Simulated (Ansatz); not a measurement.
C$_{2}$H$_{3}$ClGaN (`[CH3][Ga]([Cl])[C]#N`), relaxed with RKS PBE-D4/def2-SVP in Ansatz 0.2.0 from a rough embedded geometry. The force threshold is 0.03 eV/Å; the program also tests the step.

Charge 0, multiplicity 1.

Start:

```xyz
8

C     0.649   -1.026   -0.147
Ga    0.081    0.981   -0.038
Cl    1.055    1.548   -1.060
C    -1.393    1.623    0.240
N    -2.188    0.984    0.861
H     1.519   -1.697   -0.349
H    -0.277   -1.439   -0.529
H     0.554   -0.972    1.022
```

Question: By how much does the energy fall, and how many steps does the optimiser take? (Best estimate.)

Answer: Ansatz gave: 1234.42 kJ/mol, in 13 steps.

Question: Which bonds change most? (Estimate.)

Answer: Computed: Ga2–Cl3 from 1.521 to 2.158 Å; Ga2–C4 from 1.632 to 1.950 Å; C1–Ga2 from 2.088 to 1.951 Å; C1–H8 from 1.174 to 1.109 Å.

Question: Give the relaxed structure. (Best estimate.)

Answer: Ansatz gave: 
```xyz
8

C     0.631   -1.217    0.008
Ga    0.082    0.640   -0.229
Cl    1.283    2.086   -1.290
C    -1.579    1.401    0.452
N    -2.589    1.824    0.877
H     1.621   -1.397   -0.450
H    -0.121   -1.885   -0.458
H     0.672   -1.452    1.091
```
